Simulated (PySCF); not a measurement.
**Scandium: a sound run and one with changed settings**

Sound run: Sc²⁺ [Ar] 3d1, Sc³⁺ [Ar]. Calculation: PySCF 2.14, in def2-TZVP; the non-relativistic Hamiltonian (point nucleus). The sound run starts from symmetry-adapted Hartree-Fock orbitals and uses a fine grid where one is needed.

A second run was set up differently.

```
species  method  sound run (hartree)  changed run (hartree)  converged
   Sc²⁺     UHF           -759.08018             -759.08018        yes
   Sc²⁺    TPSS           -759.92409             -759.91734        yes
   Sc²⁺  M06-2X           -759.88675             -759.88487        yes
   Sc³⁺     UHF           -758.20093             -758.20093        yes
   Sc³⁺    TPSS           -758.99191             -758.99191        yes
   Sc³⁺  M06-2X           -758.97212             -758.97212        yes
```

Ionisation energy of Sc²⁺:

| method | sound run (eV) | changed run (eV) |
| --- | --- | --- |
| UHF | 23.926 | 23.926 |
| TPSS | 25.366 | 25.182 |
| M06-2X | 24.888 | 24.837 |

What was changed?
A. minimal basis
B. basis contracted for another Hamiltonian
C. all electrons correlated in a valence basis
D. angular grid far too coarse

D. It used 14 angular points. A coarse angular grid integrates products of high-l functions wrongly, so density functionals can shift, and the SCF can exploit the error; Hartree-Fock and MP2 need no grid.
